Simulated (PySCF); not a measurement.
Sr: ionisation energy

Sr [Kr] 5s2 (1S) → Sr⁺ [Kr] 5s1 (2S), as a difference of total energies. Computed with PySCF 2.14 in def2-TZVP with the def2 core potential (28 electrons), with scalar relativity through the core potential. Correlated levels: valence: 4s2 4p6 frozen. The calculations carry no spin-orbit coupling.

```json
{"method": "UHF", "ionisation energy (eV)": "4.744"}
{"method": "MP2 (valence)", "ionisation energy (eV)": "5.217"}
{"method": "SCS-MP2 (valence)", "ionisation energy (eV)": "5.312"}
{"method": "CCSD (valence)", "ionisation energy (eV)": "5.443"}
```

Problem. Estimate what LDA gives.

Solution. 5.869 eV, closest to CCSD (valence) among the rows shown.

Problem. Estimate what r2SCAN gives.

Solution. 5.432 eV, closest to CCSD (valence) among the rows shown.

Errors of the correlated levels include the incompleteness of this basis and the frozen core.

With two correlated electrons CCSD is exact in that space.

For comparison: 5.695 eV (measured; NIST Atomic Spectra Database, ionization energies).
